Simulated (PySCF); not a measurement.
Vertical excitations of a molecule C4H6O3 from TDDFT-PBE0/def2-SVPD in PySCF, as energy in eV (oscillator strength): 3.76 (0.000), 5.38 (0.000), 6.54 (0.028), 6.92 (0.002), 7.01 (0.026), 7.26 (0.000), 7.41 (0.012), 7.70 (0.013), 8.06 (0.001), 8.35 (0.011). Lowest triplet (TDA): 3.16 eV. The structure is a stationary point at B3LYP-D3(BJ)/def2-SVP. One conformer was computed; it need not be the lowest.

Question: Identify the compound among the candidates.
A. COC=C1OCO1
B. CC1(C=O)OCO1
C. COC1=COCO1
D. C=COC1OCO1

Answer: B, CC1(C=O)OCO1
